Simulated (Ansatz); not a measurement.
Zn7S7⁻: single points at one geometry.

```yaml
crystal:
  periodic: [false, false, false]
  atoms:
    - {symbol: Zn, position_ang: [1.849820, -1.656021, -0.119817]}
    - {symbol: Zn, position_ang: [-1.797818, 2.161507, -1.983966]}
    - {symbol: Zn, position_ang: [-1.317271, -0.627843, -1.423014]}
    - {symbol: Zn, position_ang: [-1.668046, 0.788190, 1.152131]}
    - {symbol: Zn, position_ang: [-0.186363, -1.458818, 1.916724]}
    - {symbol: Zn, position_ang: [1.035098, 1.044710, -1.448545]}
    - {symbol: Zn, position_ang: [2.005092, 0.594970, 1.165963]}
    - {symbol: S, position_ang: [-3.075818, 0.636358, -0.657227]}
    - {symbol: S, position_ang: [-0.299291, -2.371809, -0.328547]}
    - {symbol: S, position_ang: [2.134364, -1.439589, 2.221287]}
    - {symbol: S, position_ang: [-0.346612, 0.576055, -3.157275]}
    - {symbol: S, position_ang: [0.328602, 2.019509, 0.569217]}
    - {symbol: S, position_ang: [3.073746, 0.108867, -0.946813]}
    - {symbol: S, position_ang: [-1.735490, -0.376085, 3.039894]}
basis:
  gaussian: {orbitals: def2-TZVP, fitting: {mean_field: def2-universal-jkfit}, initial_orbitals: start.molden}
total_charge: -1
magnetization: {spin_polarized: true, initial_magnetization: 1}
hamiltonian: {xc: pbe, dispersion: d4}
scf: {omitted_lower_state_checks: [starts]}
output: {orbitals: {seedname: orbitals}}
```

The file start.molden holds the orbitals of an earlier run on this structure, at another level or in another basis.

```sh
$ ansatz run in.yaml --threads 2 --pin off --events-out ev --progress --plain --max-ram 32768MiB --backend cuda --devices 0, --max-vram 18GiB
```

Shortened log:

```
Functional definition: PBE
2744 factors; integrals over basis functions are off by at most 2.7e-1 eV
mean field evaluation 1: about -414723.7788 eV, gradient 2.0e1 eV
mean field evaluation 2: about -414724.5550 eV, gradient 9.1e-1 eV
mean field evaluation 4: about -414724.5804 eV, gradient 9.2e-2 eV
mean field evaluation 8: about -414724.5804 eV, gradient 1.8e-5 eV
mean field -414724.58041488 eV, -15240.8472198299 hartree, gradient 1.8e-5 eV, S^2 0.752107; 0 other end points of the search recorded, 0 dependent functions left out
reference -414724.58047386 eV, -15240.8472219971 hartree; 162, 161 occupied and 433, 434 virtual orbitals, 2744 factors
Total energy: -414726.19270750 eV, -15240.9064704906 hartree
Checks for a lower state left out: starts
```

It took 6 s on 2 threads of AMD EPYC 7R13 on a shared host and a share (18 GiB) of an NVIDIA H100 80GB HBM3, peak host memory 1.2 GiB.

The first input with `hamiltonian: {xc: pbe0, dispersion: d4}` (abridged; 7.5 s):

```
Functional definition: PBE0
mean field -414734.36939739 eV, -15241.2069583019 hartree, gradient 6.9e-5 eV, S^2 0.752701
Total energy: -414735.81484035 eV, -15241.2600773508 hartree
Checks for a lower state left out: starts
```

Geometry: r2SCAN-D4/def2-SVP.

Single mean-field runs in def2-TZVP are fitted with def2-universal-jkfit.
